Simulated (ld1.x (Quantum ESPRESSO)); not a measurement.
bromine: one change to an ultrasoft potential, before and after

ld1.x (Quantum ESPRESSO) 7.5 input, shortened:

```
&input
   title='Br', zed=35., rel=1, dft='PBE', iswitch=3,
   config='[Ar] 3d10 4s2 4p5'
 /
 &inputp
   pseudotype=3, tm=.true., lloc=-1, rcloc=0.85,
   nlcc=.true., new_core_ps=.true.
 /
6
4S  1  0   2.00   0.00  1.35  1.55  0.0
4S  1  0   0.00  -0.85  1.35  1.55  0.0
4P  2  1   5.00   0.00  1.40  1.75  0.0
4P  2  1   0.00   0.10  1.40  1.75  0.0
3D  3  2  10.00   0.00  0.85  0.95  0.0
3D  3  2   0.00  -3.05  0.85  0.95  0.0
 &test
   configts(1)='3d10 4s2 4p5'
 /
```

Change: all radii but the core radius scaled by about 0.86 (s 1.34, p 1.50, d 0.82 bohr, rcut 1.16/1.20/0.74); local potential all-electron potential smoothed inside 0.74 bohr (lloc = -1).

Cutoffs: the cutoffs (Ry, on a coarse ladder) from which the occupation-weighted sum of valence levels, in a spherical-Bessel basis at the reference potential, stays within 10 and 1 mRy of its value at 400 Ry; they do not see the model core or the augmentation charge, which bear on the density cutoff. Errors are all-electron minus pseudo energies relative to the spin-unpolarised reference configuration.

**Question.** How do hardness, ghosts and transferability respond?

**Answer.** The bound ghosts move from s to p, s; of the 7 tests that both files solve, the error grows in 2 and shrinks in 0 by more than 15 % and 0.3 meV (median size 3.8 → 3.8 meV).

| quantity | base | changed |
| --- | --- | --- |
| cutoff, loose | 180 Ry | 260 Ry |
| cutoff, tight | 300 Ry | over 300 Ry |
| loose cutoff by channel (10 mRy a level) | s 6 Ry, p 12 Ry, d 110 Ry | s 21 Ry, p 8 Ry, d 160 Ry |
| bound ghosts | s | s, p |
| error for 3d10 4s2 4p4, meV [ΔE 12.55 eV] | -2.0 | -2.0 |
| error for 3d10 4s2 4p3, meV [ΔE 35.31 eV] | -4.4 | -4.7 |
| error for 3d10 4s2 4p2, meV [ΔE 69.30 eV] | -5.9 | -7.5 |
| error for 3d10 4s2 4p5.3, meV [ΔE -1.96 eV] | +0.4 | +0.4 |
| error for 3d10 4s2 4p1, meV [ΔE 115.32 eV] | -4.0 | -9.1 |
| error for 3d10 4s1 4p5, meV [ΔE 25.56 eV] | -3.8 | -3.8 |
| error for 3d10 4s2 4p4.5, meV [ΔE 5.07 eV] | -0.9 | -0.9 |
| lowest overlap eigenvalue by channel | s 0.19, p 0.42, d 1.00 | s 0.19, p 0.32, d 0.96 |

 A true bound ghost makes a file unfit for plane-wave use even where its test errors are small: the radial tests pick states by their node count and pass the ghost by.
